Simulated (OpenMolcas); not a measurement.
CH7GaSi (SMILES [CH3][GaH][SiH3]): the dipole moment, rung by rung

CH7GaSi has 10 atoms, charge 0, and is taken as a singlet. As SMILES, `[CH3][GaH][SiH3]`. Geometry: relaxed at PBE0-D4/def2-TZVP.

```xyz
10

C    -1.1233    1.3941   -0.6192
Ga    0.5615    0.6593    0.0933
Si    0.7867   -1.7053    0.5507
H    -1.9243    0.6566   -0.6704
H    -0.9470    1.7854   -1.6260
H    -1.4542    2.2365   -0.0057
H     1.7596    1.6546    0.3460
H     0.5310   -2.4962   -0.6888
H     2.1250   -2.1009    1.0697
H    -0.2317   -2.1351    1.5533
```

Each level gives the dipole moment (D). The values are calculated.

```json
{"level": "HF/6-31G* (spherical functions)", "kind": "Hartree–Fock", "program": "OpenMolcas", "value (D)": "0.87", "CPU time": "14 s"}
{"level": "BLYP/6-31G* (spherical functions)", "kind": "GGA", "program": "OpenMolcas", "value (D)": "?", "CPU time": "47 s"}
{"level": "PBE/6-31G* (spherical functions)", "kind": "GGA", "program": "OpenMolcas", "value (D)": "1.04", "CPU time": "47 s"}
{"level": "revPBE/6-31G* (spherical functions)", "kind": "GGA", "program": "OpenMolcas", "value (D)": "1.04", "CPU time": "48 s"}
{"level": "r2SCAN/6-31G* (spherical functions)", "kind": "meta-GGA", "program": "OpenMolcas", "value (D)": "0.98", "CPU time": "55 s"}
{"level": "B3LYP/6-31G* (spherical functions)", "kind": "global hybrid", "program": "OpenMolcas", "value (D)": "0.97", "CPU time": "50 s"}
{"level": "BHLYP/6-31G* (spherical functions)", "kind": "global hybrid", "program": "OpenMolcas", "value (D)": "?", "CPU time": "47 s"}
{"level": "B3LYP/6-31G* (Cartesian functions)", "kind": "global hybrid", "program": "OpenMolcas", "value (D)": "0.96", "CPU time": "51 s"}
```

Problem. Estimate the missing values from the other rows.

Solution. As computed at these levels: BLYP/6-31G* (spherical functions): 1.02 D; BHLYP/6-31G* (spherical functions): 0.90 D. All-electron rows without a relativistic Hamiltonian named are non-relativistic. The values span 0.87 to 1.04 D. Magnitudes only: a small dipole may point the other way at some levels. Times are those of the runs behind each value, whatever else they computed, on shared processors of several kinds: orders of magnitude only.
